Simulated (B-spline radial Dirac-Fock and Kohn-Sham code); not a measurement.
## K-line shifts caused by a second vacancy in Au³⁺

System: gold as Au³⁺, configuration [Xe] 4f14 5d8, inside a Watson sphere of charge -3 and radius 3 Å (a model of the Madelung potential; inside it an electron's potential energy is raised by 14.4 eV).

These are calculated numbers from a radial atomic solver; the model is relaxed Dirac-Fock hole states (ΔSCF) with Breit and QED corrections and a finite nucleus. Each two-hole energy is an average over J within one jj subconfiguration, not an observable level; in light atoms, where LS coupling holds, the j-resolved values are not observed lines, and for a K spectator the Kα1 hypersatellite is nearly forbidden. Electron correlation is not included.

Lines without a spectator: Kα2 (K-L2) 66985.6 eV, Kα1 (K-L3) 68800.4 eV, Kβ3 (K-M2) 77565.1 eV, Kβ1 (K-M3) 77970.0 eV. Shifts in eV with one spectator hole (a dash: not computed, or left out as unreliable):

| spectator hole | Kα2 | Kα1 | Kβ3 | Kβ1 |
| --- | --- | --- | --- | --- |
| K (1s) | +1085.1 | +1180.1 | +1408.5 | +1430.8 |
| L2 (2p1/2) | +142.2 | +195.1 | – | +361.5 |
| L3 (2p3/2) | +100.1 | +112.7 | +260.0 | – |
| M2 (3p1/2) | – | +31.6 | +58.6 | +69.7 |
| M3 (3p3/2) | +15.82 | – | +47.4 | +48.4 |
